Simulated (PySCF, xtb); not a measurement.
SiHCl, SMILES [SiH]Cl (connectivity only; charge and spin as stated), neutral, multiplicity 1.

GFN2-xTB (xtb) at its own geometry gives an orbital gap of 2.37 eV and a dipole moment of 1.29 D.

Coordinates come from a PBE-D3(BJ)/def2-TZVP optimisation. The isomer is the one that the SMILES or the coordinates give; other isomers of the formula were not compared.

Question: What does HF/def2-TZVPD run with PySCF give? (Estimate from the structure and the level; the computed values follow.)

Answer: gap 9.68 eV (levels -9.56 and 0.12 eV), dipole 1.32 D.
